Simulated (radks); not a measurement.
The numbers below are computed, except where a source is named.
Coulomb parameter of the 3d shell of neutral manganese in the model configuration [Ar] 3d3.5 4s2 4p1.5, as a second difference U = [E(n + 0.25) + E(n - 0.25) - 2 E(n)] / (0.25)^2 with all orbitals relaxed. "Bare": the charge of the atom changes with n. "Screened": the 4p shell takes up the change at fixed total charge, which measures U(3d,3d) + U(4p,4p) - 2 U(3d,4p). Level of theory: scalar-relativistic Kohn-Sham, BLYP, spin-unpolarised, spherical densities, finite nucleus; Fermi nuclear charge, rms radius 3.7057 fm (a radial shooting solver on a logarithmic mesh with Libxc functionals).

case	configuration	E - E(n) (eV)
start	[Ar] 3d3.5 4s2 4p1.5	0.000
bare +0.25	[Ar] 3d3.75 4s2 4p1.5	-3.663
bare -0.25	[Ar] 3d3.25 4s2 4p1.5	4.507
screened +0.25	[Ar] 3d3.75 4s2 4p1.25	-3.133
screened -0.25	[Ar] 3d3.25 4s2 4p1.75	3.502

U(bare) = 13.509 eV, U(screened by 4p) = 5.909 eV, against the Slater integral F0(3d,3d) = 23.839 eV with frozen orbitals. The step up makes a negative ion, whose loosely bound charge lowers the bare value.
